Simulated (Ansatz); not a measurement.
Isomers of C3H6Si. All species are isolated molecules in the gas phase. One relaxed conformer stands for each flexible species; it need not be the lowest. Strings in code marks are SMILES.

Quantity: electronic energy of isomers of C3H6Si relative to `C1=C[SiH2]C1`, in kcal/mol. The restricted reference of `C1=C[SiH2]C1`, `C[Si]1=CC1`, `C=C1C[SiH2]1`, `CC=C=[SiH2]`, `[SiH3]C1=CC1` and `[SiH3]C1C=C1` is unstable towards unrestricted orbitals.

A: `[SiH3]C1C=C1`
B: `C[Si]1=CC1`
C: `C=C1C[SiH2]1`
D: `[SiH3]C1=CC1`
E: `CC=C=[SiH2]`
F: `C#C[SiH2]C`

Order them by electronic energy of isomers of C3H6Si relative to `C1=C[SiH2]C1` (lowest first) at the level frozen-core CCSD(T)/6-31g // B3LYP-D3(BJ)/def2-TZVP (Ansatz, a quantum-chemistry and plane-wave program).

F (-5.46 kcal/mol), E (16.3 kcal/mol), C (17.9 kcal/mol), D (34.5 kcal/mol), A (42.1 kcal/mol), B (44.1 kcal/mol)
